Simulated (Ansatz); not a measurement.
A nudged elastic band was laid between two geometries of Cl2H2Si + FH + H2O (10 atoms, charge 0, multiplicity 1).

The calculation used RKS PBE-D4/def2-SVP (Ansatz).

| Item | Value |
| --- | --- |
| movable images | 7 |
| climbing image | yes |
| spring | 5.0 eV/Å² |
| optimiser | quadratic models (default) |
| start path | through a guess of the saddle point |
| force threshold | 0.05 eV/Å |
| iteration limit | 60 |
| end points | relaxed |

First end point:

```xyz
10
Properties=species:S:1:pos:R:3
Si -0.999 0.588 -0.993
H -0.658 -0.854 -1.140
Cl -1.419 1.268 -2.921
Cl 0.740 1.644 -0.417
H -2.152 0.996 -0.151
H 0.100 -0.747 1.447
F -0.854 -0.541 1.335
H 1.867 -1.521 0.673
O 1.631 -0.839 1.329
H 1.744 0.008 0.838
```

Last end point:

```xyz
10
Properties=species:S:1:pos:R:3
Si -1.283 1.167 -0.165
H 1.902 -2.005 -1.717
Cl -1.358 -0.265 -1.618
Cl 0.523 2.161 -0.161
H -2.377 2.156 -0.350
H 0.158 -0.836 1.605
F -1.494 0.483 1.305
H 1.587 -1.781 -1.049
O 0.945 -0.972 1.045
H 1.397 -0.109 1.105
```

Q: Which bonds break or form, and what moves?

A: Bonds broken: Si1–H2, H6–F7, H8–O9. Bonds formed: Si1–F7, H2–H8, H6–O9. Cl2H2Si + FH + H2O becomes Cl2FHSi + H2 + H2O.

Q: Give the energies along the band, and the barrier.

A: It converged. The highest image is number 3 of 0 to 8, 0.67 eV above the first end and 1.24 eV above the last; the last end lies 0.57 eV below the first. A vibrational analysis at the climbing image gives one clearly imaginary mode, 367i cm⁻¹: a first-order saddle point. The orbitals stay closed-shell, which can raise the energy where a bond breaks towards radicals; this wasn't checked here.

```
image  path coordinate (Å)  energy (eV)  Si1–H2 (Å)  H6–F7 (Å)  H8–O9 (Å)
    0                 0.00         0.00        1.49       0.98       0.98
    1                 0.77         0.02        1.49       0.98       0.98
    2                 1.55         0.25        1.50       1.03       0.99
    3                 2.33         0.67        1.63       1.50       1.13
    4                 3.20         0.02        2.28       1.87       1.80
    5                 4.09        -0.49        3.07       2.10       2.18
    6                 4.97        -0.55        3.82       2.11       2.28
    7                 5.85        -0.55        4.34       2.10       2.27
    8                 6.73        -0.57        4.76       2.14       2.33
```

Q: What is the geometry of the highest image?

A: 
```xyz
10
Properties=species:S:1:pos:R:3:forces:R:3
Si -0.869 0.461 -0.526 0.02 -0.02 -0.02
H 0.111 -0.787 -0.884 0.00 0.01 0.01
Cl -1.214 0.467 -2.631 -0.01 0.00 0.00
Cl 0.711 1.842 -0.080 0.01 -0.01 0.01
H -2.142 1.168 -0.186 0.00 0.00 0.00
H 0.421 -0.821 1.382 -0.01 0.00 0.00
F -0.969 -0.346 1.058 -0.01 -0.01 0.02
H 0.888 -0.985 -0.053 0.01 0.02 0.02
O 1.366 -0.969 0.974 -0.01 -0.01 -0.02
H 1.697 -0.030 0.947 0.01 0.01 -0.01
```

Q: What are the harmonic wavenumbers there?

A: 367i, 58, 127, 165, 279, 397, 407, 472, 499, 522, 557, 685, 717, 833, 983, 1215, 1378, 1461, 1591, 1644, 1950, 2194, 2808, 3413 cm⁻¹.

Time of the run: 5.4 min on 2 threads of Arm Neoverse V1 (shared host), peak memory 0.15 GiB.
